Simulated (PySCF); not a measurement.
Species: CH7BO2SSi.
Structure used (PBE0-D3(BJ)/def2-SVP), in Å, numbered top down from 1:
```xyz
13
CH7BO2SSi angstrom
C      2.1971   -0.4428   -0.1764
S      1.4970    0.8465    0.9085
Si    -0.2740    1.3361   -0.2118
B     -1.4612   -0.3146   -0.3282
O     -2.6791   -0.4414    0.2691
O     -0.9640   -1.3910   -0.9933
H      2.5908   -0.0041   -1.1044
H      3.0253   -0.9050    0.3771
H      1.4497   -1.2109   -0.4186
H      0.0831    1.8815   -1.5620
H     -0.9278    2.4279    0.5800
H     -2.9641    0.3470    0.7393
H     -1.5660   -2.1465   -0.9427
```

Jobs on this species (13 atoms, 64 electrons) with PySCF (density fitting). Hardware of each: one thread of an Arm Neoverse V2, shared host. The host was shared with other jobs, so the times are rough. Peak memory is the resident size of the whole Python process, interpreter and libraries included.

**Question.** Rank these jobs by wall time, shortest first.
A. PBE0/def2-TZVP; shieldings, charges and field gradients; 240 basis functions
B. PBE0/pcSseg-0; shieldings, charges and field gradients; 76 basis functions
C. PBE0/pcSseg-2; shieldings, charges and field gradients; 328 basis functions
D. PBE0/def2-SVP; shieldings, charges and field gradients; 127 basis functions
E. PBE/pcSseg-1; shieldings; 151 basis functions

**Answer.** B (5.5 s), D (10 s), E (17 s), A (29 s), C (57 s).

All jobs:

```csv
level and settings,work,basis functions,SCF cycles,wall time,peak memory
PBE0/pcSseg-0,"shieldings, charges and field gradients",76,12,5.5 s,0.47 GiB
PBE0/def2-SVP,"shieldings, charges and field gradients",127,12,10 s,0.65 GiB
PBE/pcSseg-1,shieldings,151,15,17 s,0.80 GiB
BLYP/pcSseg-1,shieldings,151,15,17 s,0.80 GiB
PBE0/def2-TZVP,"shieldings, charges and field gradients",240,13,29 s,0.92 GiB
PBE0/cc-pVTZ,"shieldings, charges and field gradients",286,13,38 s,1.1 GiB
PBE0/IGLO-III,"shieldings, charges and field gradients",298,13,38 s,1.2 GiB
B3LYP/def2-TZVP,"spin–spin couplings from 10 perturbed nuclei, spin–dipole term for 2 of them",240,14,41 s,0.99 GiB
PBE0/pcSseg-2,"shieldings, charges and field gradients",328,13,57 s,1.3 GiB
```

**Question.** What do all jobs in the table cost together?

**Answer.** About 4.2 min; the longest takes about 23 % of that, and about 10 times as long as the shortest.
